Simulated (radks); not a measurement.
Results of a calculation; reference values are marked as such.
Neutral arsenic inside a hard spherical wall (all orbitals vanish at R), configuration held at [Ar] 3d10 4s2 4p3 and not refilled when levels cross. Level of theory: non-relativistic Kohn-Sham, LDA (Slater exchange, Perdew-Wang correlation), spin-polarised, spherical densities, point nucleus; open shells are filled with parallel spins first (a radial shooting solver on a logarithmic mesh with Libxc functionals). Eigenvalues in eV for spin up, with the zero of energy where the potential of the charges vanishes at infinity; a dash marks a level that is unbound or too diffuse for the functional's potential to be trusted. A positive occupied level is held by the wall or, in an anion where self-interaction has pushed it up, behind a barrier. The pressure on the wall is -dE/dV.

R (bohr)	E (hartree)	kinetic (hartree)	e(3p)	e(3d)	e(4s)	e(4p)	e(5s, empty)	e(5p, empty)	pressure (GPa)
free	-2232.57307	2230.497	-131.77	-41.784	-14.882	-5.989	-0.481	-	0
12	-2232.57306	2230.497	-131.77	-41.782	-14.882	-5.988	-0.274	1.157	0.000153
6	-2232.55259	2230.639	-130.91	-40.927	-14.251	-5.293	4.971	9.530	1.78
5	-2232.49337	2230.963	-129.46	-39.497	-13.207	-4.030	10.880	17.151	10.3
4	-2232.24342	2232.085	-125.74	-35.846	-10.279	-0.330	25.638	34.552	70.6
3	-2231.04202	2236.423	-116.31	-26.657	-0.461	11.923	68.678	81.733	650
2.5	-2228.97470	2243.068	-106.48	-17.022	13.551	28.634	122.01	137.75	2430
1.5	-2201.71258	2322.343	-42.364	50.718	164.19	189.96	543.83	556.29	85200
